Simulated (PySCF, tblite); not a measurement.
Species: C3H2FN3.
Bonds: F1–C2, C2–C3 (aromatic), C3–N4 (aromatic), N4–N5 (aromatic), N5–N6 (aromatic), N6–C7 (aromatic), C2–C7 (aromatic). Hydrogens: H8 on C3; H9 on C7.

Computed with GFN2-xTB (tblite), gas phase: Langevin dynamics at 400 K from the optimised GFN2-xTB geometry, time step 0.5 fs, friction 0.01 fs⁻¹, 2000 steps. Over the second half of the run the saved frames average 394 K.

Frame at 250 fs, instantaneous temperature 274 K:
```
atom  x, y, z in Å
F1      0.174    1.644    1.042
C2      0.105    0.412    0.462
C3     -1.115   -0.108    0.028
N4     -1.227   -1.222   -0.591
N5     -0.161   -1.979   -0.741
N6      0.961   -1.675   -0.221
C7      1.139   -0.506    0.396
H8     -2.113    0.322    0.191
H9      2.215   -0.333    0.721
```

Frame at 425 fs, instantaneous temperature 480 K:
```
atom  x, y, z in Å
F1      0.333    1.492    0.665
C2      0.064    0.139    0.374
C3     -1.034   -0.306   -0.266
N4     -0.996   -1.478   -0.888
N5     -0.004   -2.207   -0.834
N6      0.966   -1.939    0.016
C7      1.038   -0.789    0.689
H8     -1.827    0.272   -0.541
H9      1.782   -0.491    1.456
```

Frame at 625 fs, instantaneous temperature 296 K:
```
atom  x, y, z in Å
F1     -0.709    1.522    1.085
C2     -0.421    0.315    0.581
C3     -0.920   -0.155   -0.609
N4     -0.515   -1.385   -1.088
N5      0.431   -2.034   -0.473
N6      0.890   -1.629    0.678
C7      0.458   -0.504    1.275
H8     -1.700    0.330   -1.083
H9      0.979   -0.398    2.249
```

Frame at 800 fs, instantaneous temperature 410 K:
```
atom  x, y, z in Å
F1     -1.572    1.490    1.289
C2     -0.789    0.510    0.843
C3     -0.956    0.146   -0.493
N4     -0.168   -0.866   -0.902
N5      0.752   -1.436   -0.201
N6      0.824   -1.118    1.039
C7      0.100   -0.171    1.616
H8     -1.521    0.736   -1.261
H9      0.226   -0.018    2.697
```

Frame at 1000 fs, instantaneous temperature 329 K:
```
atom  x, y, z in Å
F1     -1.635    1.598    1.717
C2     -0.927    0.801    0.849
C3     -1.206    0.604   -0.495
N4     -0.682   -0.439   -1.094
N5      0.230   -1.130   -0.498
N6      0.629   -0.855    0.656
C7      0.062    0.072    1.398
H8     -2.002    1.153   -1.197
H9      0.321    0.295    2.406
```

Problem. What do single points at PBE0/def2-SVPD (PySCF, gas phase, TDDFT, vertical, frozen core in the response) give on these frames?

Solution. 
| t (fs) | GFN2-xTB E above start (eV) | DFT E above lowest frame (eV) | HOMO (eV) | LUMO (eV) | dipole (D) | S1 (eV) | f(S1) |
| --- | --- | --- | --- | --- | --- | --- | --- |
| 250 | 0.25 | 0.05 | -7.62 | -2.22 | 3.18 | 3.65 | 0.003 |
| 425 | 0.54 | 0.46 | -7.65 | -2.28 | 3.05 | 3.70 | 0.000 |
| 625 | 0.28 | 0.00 | -7.72 | -2.41 | 3.43 | 3.62 | 0.000 |
| 800 | 0.30 | 0.02 | -7.62 | -2.28 | 3.44 | 3.60 | 0.001 |
| 1000 | 0.47 | 0.31 | -7.37 | -2.17 | 3.18 | 3.51 | 0.001 |

The two levels order the frames alike by energy but for pairs within 0.08 eV at one level; measured from each level's lowest frame they differ by 0.17 eV at most. The HOMO–LUMO gap runs from 5.20 to 5.40 eV. These are instantaneous structures, not minima.

What follows is the cost of the whole dynamics run. Hardware: Arm Neoverse N1, one thread, on a shared host. Cost: 11 s of wall time, 0.18 GiB resident at most.
